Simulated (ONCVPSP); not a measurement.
K (Z = 19): excitation energies, all-electron against ONCV

- Element: K (Z = 19)
- Generator: ONCVPSP 4.0.1
- Type: optimised norm-conserving Vanderbilt (ONCV)
- Functional: PBE
- Relativity: scalar-relativistic
- Frozen core: [Ne]
- Valence charge: 9
- Reference configuration: 3s2 3p6 4s1
- Partial waves: 3s+4s: rc 2.45 bohr, ncon 4, nbas 8, qcut 5.8 1/bohr, 2 projectors; 3p: rc 1.90 bohr, ncon 4, nbas 7, qcut 7.8 1/bohr, 2 projectors, debl 2.7 Ha; d scattering state at 0.05 Ha: rc 1.85 bohr, ncon 4, nbas 8, qcut 4.4 1/bohr, 2 projectors, debl 0.5 Ha
- Local potential: polynomial inside 1.30 bohr (lpopt 3, dvloc0 6 Ha)
- Core correction: Teter function fitted to the true core (icmod 2), fcfact 0.55

Energies are relative to the spin-unpolarised reference configuration 3s2 3p6 4s1; without spin polarisation the order of configurations can differ from experiment.

Question: Give the all-electron excitation energy and the error of the potential for: 3s2 3p6 4s0; 3s2 3p6 4s0.5; 3s2 3p6 4s0 4p1; 3s2 3p5 4s1.

Answer:

| valence configuration | charge | ΔE all-electron (eV) | error AE − PS (meV) |
| --- | --- | --- | --- |
| 3s2 3p6 4s0 | +1 | 4.314 | -0.3 |
| 3s2 3p6 4s0.5 | +0.5 | 1.641 | -0.1 |
| 3s2 3p6 4s0 4p1 | 0 | 1.553 | -0.1 |
| 3s2 3p5 4s1 | +1 | 24.930 | +12 |
